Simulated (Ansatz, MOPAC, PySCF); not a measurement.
Lewis adduct: BH3 (SMILES B) (first 4 atoms) with H2S (SMILES S); geometry from B3LYP-D3(BJ)/def2-TZVP, rigid monomers moved along the line of their centres of mass till B1···S5 is 2.33 Å.
(charge 0, multiplicity 1):
```xyz
7

B     -0.449    -0.325     0.670
H      0.406    -0.887     0.038
H     -1.248    -1.057     1.191
H     -0.879     0.690     0.202
S      0.788     0.320     2.539
H     -0.041     1.162     3.184
H      1.552     1.326     2.074
```

Monomers are frozen at their geometry in the pair; levels with a basis set take the counterpoise correction. Rows marked so take none.

Rows in STO-3G carry no dispersion term and start afresh at each structure. The state that PM6 reach isn't checked.

Codes used: Ansatz (a program for electronic structure); MOPAC for PM6 (differences of heats of formation); PySCF for STO-3G rows. Values without a source in brackets are computed.

### Question
What is the computed interaction energy (PM6)?

### Answer
-1144 meV

### Question
What is the computed interaction energy (HF/aug-cc-pV(T+d)Z)?

### Answer
-444 meV

### Question
Predict the interaction energy from HF/STO-3G (no counterpoise).

### Answer
-1302 meV
